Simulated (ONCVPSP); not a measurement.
## What one change does to a pseudopotential (tungsten (W), ONCV)

ONCVPSP 4.0.1 input, shortened (lines: element, Z, core and valence counts, functional; n l f; lmax; l rc ep ncon nbas qcut; lloc lpopt rc5 dvloc0; l nproj debl; icmod fcfact rcfact), PW91, fully relativistic:

```
  W 74.00   10    4  -109134      upf
    1    0    2.00
    2    0    2.00
    2    1    6.00
    3    0    2.00
    3    1    6.00
    3    2   10.00
    4    0    2.00
    4    1    6.00
    4    2   10.00
    4    3   14.00
    5    0    2.00
    5    1    6.00
    5    2    4.00
    6    0    2.00
    2
    0    1.75    0.00    5   10    6.40
    1    1.70    0.00    5    9    8.70
    2    2.65    0.00    4    8    6.20
    4    5    1.65    3.00
    0    2    3.00
    1    2    1.80
    2    2    3.20
    3    2.00    1.10
```

Open shells are filled in proportion to 2j + 1.

Change: p: qcut 8.

Cutoffs: the cutoffs (Ha) at which the residual kinetic energy of the hardest occupied pseudo-wave falls to 1 and 0.1 mHa per electron; they do not see the model core or the augmentation charge, which bear on the density cutoff. Errors are all-electron minus pseudo energies relative to the spin-unpolarised reference configuration.

Task: Predict the effect on cutoff, ghosts and configuration errors.

Result: The potential gets softer (27 Ha and 32 Ha → 24 Ha and 29 Ha); the bound ghost in p disappears; the errors of the 3 common tests hardly move; the range in which the p1/2 phases agree widens (upper end 2.4 → at the end of the scan). The waves are optimised to have the least kinetic energy above qcut, so the cutoff follows it (qcut²/2 in Ha).

| quantity | base | changed |
| --- | --- | --- |
| cutoff, loose | 27 Ha | 24 Ha |
| cutoff, tight | 32 Ha | 29 Ha |
| loose cutoff by channel | s 17 Ha, p 27 Ha, d 12 Ha | s 17 Ha, p 24 Ha, d 12 Ha |
| bound ghosts | p1/2 | none |
| GHOST(+) flags under 300 eV | none | none |
| tests with a reliable result | 3 of 4 | 3 of 4 |
| error for 5s2 5p6 5d4 6s1, meV [ΔE 8.95 eV] | +0.6 | +0.6 |
| error for 5s2 5p6 5d4 6s0, meV [ΔE 24.70 eV] | +3.3 | +3.4 |
| error for 5s2 5p6 5d3 6s0, meV [ΔE 50.15 eV] | +5.1 | +5.4 |
| s: phases at 1.77 bohr within 0.05 rad from the reference energy up to (Ha; the scan ends near 5) | to the end of the scan | to the end of the scan |
| p3/2: phases at 1.72 bohr within 0.05 rad from the reference energy up to (Ha; the scan ends near 5) | to the end of the scan | to the end of the scan |
| p1/2: phases at 1.72 bohr within 0.05 rad from the reference energy up to (Ha; the scan ends near 5) | 2.4 | to the end of the scan |
| d5/2: phases at 2.70 bohr within 0.05 rad from the reference energy up to (Ha; the scan ends near 5) | to the end of the scan | to the end of the scan |
| d3/2: phases at 2.70 bohr within 0.05 rad from the reference energy up to (Ha; the scan ends near 5) | 4.9 | 4.9 |
| rms error of d²Exc/dni dnj with the model core, mHa | 6.81 | 6.83 |

 A true bound ghost makes a file unfit for plane-wave use even where its test errors are small: the radial tests pick states by their node count and pass the ghost by.
